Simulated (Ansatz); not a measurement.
## Relaxing a trial structure of CHBO2

The starting geometry of this gas-phase singlet was optimised with GFN2-xTB; its bonds are those of `O=C1BO1`.

```
atom    x (Å)    y (Å)   z (Å)
   C  -0.7787   1.7072  0.4835
   B  -0.3083   0.4440  1.0801
   O  -1.3123   2.7041  0.1375
   O   0.3873   1.0642  0.0766
   H  -0.1712  -0.5149  1.7018
```

**Question.** Predict what becomes of its bonds when it is optimised with r2SCAN-D4/def2-SVP.

**Answer.** It falls apart into BHO + CO. Distances that change by over a tenth: B2–O4 (1.37 → 1.20 Å). Contacts that open: C1–B2 (1.47 → 3.20 Å), C1–O4 (1.39 → 3.22 Å).

The energy falls by 0.84 eV over 26 steps:

| step | E − E(last) (eV) |
| --- | --- |
| 1 | 0.844 |
| 4 | 0.746 |
| 7 | 0.537 |
| 9 | 0.283 |
| 12 | 0.212 |
| 15 | 0.060 |
| 18 | 0.001 |
| 20 | 0.001 |
| 23 | 0.000 |
| 26 | 0.000 |

Final geometry (Å):

```xyz
5

C    -1.7091    2.3513    0.7091
B     0.3855   -0.0593    0.9295
O    -1.6528    3.2311   -0.0009
O     0.9010    0.5809    0.0489
H    -0.1078   -0.6993    1.7929
```

The end wasn't checked by frequencies. Run with Ansatz 0.2.0, 44 s on 1 thread of Arm Neoverse V2, on a shared host.
